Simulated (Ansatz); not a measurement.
Ansatz (a quantum-chemistry and plane-wave program) input (CCSD(T)/def2-SVPD):

Ansatz 0.2 input:
```yaml
crystal:
  periodic: [false, false, false]
  atoms:
    - {symbol: Ag, position_ang: [-0.00000000, -0.00000000, -0.67107165]}
    - {symbol: Cl, position_ang: [0.00000000, 0.00000000, 1.85531575]}
basis:
  gaussian:
    orbitals: def2-SVPD
magnetization: {spin_polarized: true, initial_magnetization: 2}
correlation: {method: ccsd_t, electrons: outside_noble_gas}
output: {forces: true}
```

End of the output:

```
mean field evaluation 1472: about -16469.3722 eV, gradient 2.5e1 eV
mean field -16473.45739551 eV, -605.3883931747 hartree, gradient 9.7e-6 eV, S^2 2.009919; 18 other end points of the search recorded, 0 dependent functions left out
determinant -16473.45739551 eV, -605.3883931747 hartree, with singles and doubles -16483.62450433 eV, -605.7620275322 hartree
determinant -16473.24706343 eV, -605.3806636133 hartree, with singles and doubles -16483.54622941 eV, -605.7591509819 hartree
determinant -16472.27415183 eV, -605.3449097713 hartree, with singles and doubles -16482.57908051 eV, -605.7236089155 hartree
determinant -16471.92905040 eV, -605.3322275278 hartree, with singles and doubles -16481.84954099 eV, -605.6967988326 hartree
determinant -16470.85540865 eV, -605.2927719211 hartree, with singles and doubles -16480.68758467 eV, -605.6540977252 hartree
determinant -16470.81613959 eV, -605.2913288097 hartree, with singles and doubles -16481.63713254 eV, -605.6889929660 hartree
determinant -16470.74773039 eV, -605.2888148182 hartree, with singles and doubles -16480.57630668 eV, -605.6500083346 hartree
determinant -16470.36427974 eV, -605.2747232666 hartree, with singles and doubles -16480.26581285 eV, -605.6385978967 hartree
determinant -16470.00531851 eV, -605.2615316847 hartree, with singles and doubles -16479.87291413 eV, -605.6241591354 hartree
determinant -16473.45739551 eV, -605.3883931747 hartree, with singles and doubles -16483.63395742 eV, -605.7623749268 hartree
determinant -16473.24706343 eV, -605.3806636133 hartree, with singles and doubles -16483.56093426 eV, -605.7596913751 hartree
9 core orbitals not correlated
reference -16473.45739551 eV, -605.3883931747 hartree; 10, 8 occupied and 42, 44 virtual orbitals, 579 factors
densities: 0.25 GiB planned
second order -9.90152465 eV of doubles, -0.00000000 eV of singles
coupled cluster: 0.21 GiB planned
cycle   1  -10.17656942 eV  change   -7.5e-6 eV  update   4.4e-6
cycle   2  -10.17656931 eV  change    1.1e-7 eV  update   3.0e-6
cycle   3  -10.17656940 eV  change   -9.1e-8 eV  update   1.9e-6
cycle   4  -10.17656879 eV  change    6.1e-7 eV  update   5.7e-7
cycle   5  -10.17656833 eV  change    4.6e-7 eV  update   2.6e-7
cycle   6  -10.17656847 eV  change   -1.3e-7 eV  update   1.0e-7
perturbative correction -0.26003171 eV, -0.0095559889 hartree
the calculation of the forces begins
Total energy: -16483.89399569 eV, -605.7719311568 hartree
Atom 0 at    -0.000000    -0.000000    -0.671072 Å, force     0.000000    -0.000000    -0.782580 eV/Å
Atom 1 at     0.000000     0.000000     1.855316 Å, force    -0.000000    -0.000000     0.782580 eV/Å
Dipole moment:    -0.000000     0.000000     0.409654 e Å
```

The spin state was set by rule; other spins were not relaxed.
